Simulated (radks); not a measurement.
Effect of the nuclear size on the erbium ion Er2+, [Xe] 4f12. Method: Dirac Kohn-Sham, relativistic LDA (MacDonald-Vosko exchange, VWN5 correlation), spin-unpolarised, spherical densities, finite nucleus; open shells fill j = l - 1/2 first; Fermi nuclear charge, rms radius 5.2516 fm; computed with a radial shooting solver on a logarithmic mesh with Libxc functionals. The rms radius is varied about that value; shifts are against it.

| rms radius (fm) | total energy shift (eV) | density at nucleus (e/bohr^3) | 1s1/2 shift (meV) | 2s1/2 shift (meV) | 5s1/2 shift (meV) | 5p1/2 shift (meV) | 4f7/2 shift (meV) | 6s1/2 (empty) shift (meV) |
|---|---|---|---|---|---|---|---|---|
| 4.3273 | -10.3 | 9.104e+05 | -4180 | -558 | -4.63 | 0.070 | 0.419 | -0.663 |
| 5.0153 | -2.76 | 8.724e+05 | -1120 | -150 | -1.25 | 0.019 | 0.113 | -0.178 |
| 5.2516 | 0 | 8.608e+05 | 0.000 | 0.000 | 0.000 | 0.000 | 0.000 | 0.000 |
| 5.5825 | 4.01 | 8.458e+05 | 1630 | 218 | 1.81 | -0.027 | -0.164 | 0.259 |
| 6.1706 | 11.6 | 8.216e+05 | 4710 | 629 | 5.22 | -0.078 | -0.472 | 0.747 |

Slopes of the eigenvalues against <r^2> in GHz/fm^2, as finite differences over the two radii next to the reference (eigenvalue slopes, not the field-shift constants of lines): 1s1/2 111000, 2s1/2 14800, 5s1/2 123, 5p1/2 -1.85, 4f7/2 -11.1, 6s1/2 (empty) 17.6.
